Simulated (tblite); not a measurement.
C₄H₆BrF₂ (doublet state).
SMILES with atom numbers: `[CH2:1][C@@H:2]([F:3])[C@H:4]([F:5])[CH2:6][Br:7]` (hydrogens: H8, H9 on C1; H10 on C2; H11 on C4; H12, H13 on C6)

Computed with GFN2-xTB (tblite), gas phase: L-BFGS steps from a force-field or distance-geometry start until the largest atomic force falls under 0.01 eV/Å.

Step 6: E = -682.5011 eV
```
atom  x, y, z in Å  |  force x, y, z in eV/Å
C1      1.5878   -0.8113   -0.2438    0.000   0.037   0.036
C2      0.9802    0.5180   -0.1807    0.045   0.003  -0.060
F3      0.7169    1.0063   -1.4514    0.044   0.100  -0.207
C4     -0.4031    0.5821    0.5359   -0.071  -0.017   0.111
F5     -0.2404    0.1726    1.8294    0.082  -0.037   0.074
C6     -1.4209   -0.2864   -0.1753    0.018  -0.050  -0.082
Br7    -3.1225   -0.2601    0.7655   -0.021   0.014  -0.044
H8      2.3829   -1.0503    0.4305   -0.031  -0.096   0.036
H9      1.2892   -1.5151   -0.9969    0.022   0.070   0.018
H10     1.6486    1.2417    0.3042   -0.017  -0.001   0.006
H11    -0.7415    1.6272    0.5720    0.007  -0.018   0.015
H12    -1.0922   -1.3237   -0.2280   -0.023  -0.012   0.110
H13    -1.5893    0.0994   -1.1791   -0.054   0.005  -0.015
```

Step 7: E = -682.5041 eV
```
atom  x, y, z in Å  |  force x, y, z in eV/Å
C1      1.5926   -0.8089   -0.2467   -0.030   0.031   0.045
C2      0.9812    0.5212   -0.1839    0.050  -0.050  -0.025
F3      0.7214    1.0070   -1.4575    0.031   0.087  -0.116
C4     -0.4038    0.5833    0.5381   -0.062  -0.043   0.036
F5     -0.2354    0.1714    1.8319    0.065  -0.018  -0.009
C6     -1.4236   -0.2861   -0.1752    0.081  -0.036  -0.061
Br7    -3.1259   -0.2605    0.7634   -0.025   0.020  -0.041
H8      2.3820   -1.0573    0.4339   -0.082  -0.050  -0.002
H9      1.2893   -1.5151   -0.9977    0.037   0.104   0.044
H10     1.6485    1.2440    0.3054   -0.032  -0.003  -0.027
H11    -0.7460    1.6278    0.5758    0.032  -0.041   0.022
H12    -1.0936   -1.3238   -0.2236   -0.030   0.005   0.097
H13    -1.5911    0.0974   -1.1816   -0.036  -0.005   0.038
```

Step 8: E = -682.5061 eV
```
atom  x, y, z in Å  |  force x, y, z in eV/Å
C1      1.5951   -0.8067   -0.2476   -0.044   0.023   0.037
C2      0.9822    0.5230   -0.1869    0.023  -0.042  -0.008
F3      0.7250    1.0091   -1.4636    0.027   0.050  -0.009
C4     -0.4049    0.5831    0.5401   -0.008  -0.044  -0.040
F5     -0.2309    0.1701    1.8337    0.047  -0.009  -0.069
C6     -1.4241   -0.2865   -0.1759    0.079  -0.015  -0.010
Br7    -3.1284   -0.2604    0.7611   -0.024   0.022  -0.040
H8      2.3800   -1.0629    0.4362   -0.099  -0.016  -0.009
H9      1.2900   -1.5131   -0.9975    0.035   0.099   0.033
H10     1.6479    1.2454    0.3057   -0.038   0.002  -0.046
H11    -0.7482    1.6274    0.5786    0.040  -0.051   0.029
H12    -1.0950   -1.3242   -0.2188   -0.024  -0.004   0.075
H13    -1.5931    0.0962   -1.1829   -0.014  -0.014   0.056
```

Step 9: E = -682.5076 eV
```
atom  x, y, z in Å  |  force x, y, z in eV/Å
C1      1.5960   -0.8046   -0.2475   -0.046   0.011   0.026
C2      0.9833    0.5239   -0.1895   -0.012  -0.004  -0.002
F3      0.7284    1.0117   -1.4682    0.022   0.016   0.068
C4     -0.4056    0.5822    0.5408    0.046  -0.029  -0.083
F5     -0.2265    0.1688    1.8339    0.035  -0.013  -0.093
C6     -1.4233   -0.2871   -0.1765    0.038  -0.003   0.038
Br7    -3.1308   -0.2599    0.7585   -0.017   0.025  -0.039
H8      2.3767   -1.0675    0.4380   -0.090   0.007   0.009
H9      1.2912   -1.5098   -0.9969    0.021   0.067  -0.002
H10     1.6467    1.2464    0.3051   -0.031   0.012  -0.048
H11    -0.7492    1.6262    0.5812    0.038  -0.046   0.026
H12    -1.0964   -1.3249   -0.2137   -0.012  -0.023   0.051
H13    -1.5948    0.0951   -1.1830    0.008  -0.020   0.049
```

Task: Estimate the geometry and energy of step 10. (The exact step hangs on the optimiser's Hessian estimate; all steps are aligned on step 9, rigid shifts and turns removed.)

Result: E = -682.5093 eV, largest force 0.122 eV/Å
```
atom  x, y, z in Å  |  force x, y, z in eV/Å
C1      1.5963   -0.8021   -0.2471   -0.042  -0.006   0.012
C2      0.9842    0.5248   -0.1923   -0.041   0.041   0.002
F3      0.7324    1.0145   -1.4719    0.011  -0.011   0.106
C4     -0.4055    0.5810    0.5401    0.081  -0.006  -0.091
F5     -0.2211    0.1672    1.8322    0.029  -0.027  -0.088
C6     -1.4220   -0.2879   -0.1764   -0.018  -0.003   0.068
Br7    -3.1337   -0.2589    0.7550   -0.006   0.029  -0.033
H8      2.3715   -1.0724    0.4403   -0.066   0.025   0.041
H9      1.2927   -1.5052   -0.9966    0.001   0.024  -0.052
H10     1.6449    1.2479    0.3035   -0.013   0.029  -0.034
H11    -0.7495    1.6240    0.5846    0.033  -0.027   0.014
H12    -1.0981   -1.3259   -0.2072    0.001  -0.042   0.027
H13    -1.5964    0.0934   -1.1821    0.030  -0.026   0.029
```

The energy changes by -0.0016 eV. The first-order estimate −F·Δx gives -0.0022 eV and the mean of the old and new forces, exact on a quadratic surface, -0.0016 eV. The step makes an angle of 57° with the force vector and moves no atom by more than 0.007 Å.

The cost below is that of the whole relaxation. The run took 0.34 s on Arm Neoverse V2, one thread (shared host).
